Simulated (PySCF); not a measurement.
CH₁₀FNSi₃, SMILES [Si@H]([C@@H]([SiH3])N)(F)[SiH3].

The structure is a stationary point at B3LYP-D3(BJ)/def2-SVP. The structure was generated by enumeration; whether it is a known compound was not checked. One conformer was computed; it need not be the lowest.

Computed with TDA-LC-ωPBE/def2-SVPD in PySCF.

Vertical excitations. Gas-phase values at a fixed geometry.

```tsv
state	energy (eV)	λ (nm)	f	main pairs
S1	6.24	199	0.002	HOMO→LUMO 84 %
S2	6.93	179	0.009	HOMO→LUMO+1 51 %, HOMO−1→LUMO 26 %
S3	7.24	171	0.066	HOMO−1→LUMO 48 %, HOMO→LUMO+1 21 %
S4	7.41	167	0.076	HOMO−1→LUMO+1 19 %, HOMO→LUMO+3 18 %, HOMO→LUMO+4 13 %, HOMO−1→LUMO+2 7 %
S5	7.74	160	0.019	HOMO→LUMO+5 44 %, HOMO→LUMO+6 12 %, HOMO→LUMO+3 9 %, HOMO−1→LUMO+1 7 %
S6	7.87	158	0.085	HOMO→LUMO+2 31 %, HOMO−1→LUMO+2 9 %, HOMO→LUMO+8 8 %, HOMO→LUMO+3 7 %
T1	5.79	214	0	HOMO→LUMO 80 %
T2	6.10	203	0	HOMO−1→LUMO 44 %, HOMO→LUMO+1 14 %, HOMO−1→LUMO+1 12 %
```
Triplets are in the Tamm–Dancoff approximation.
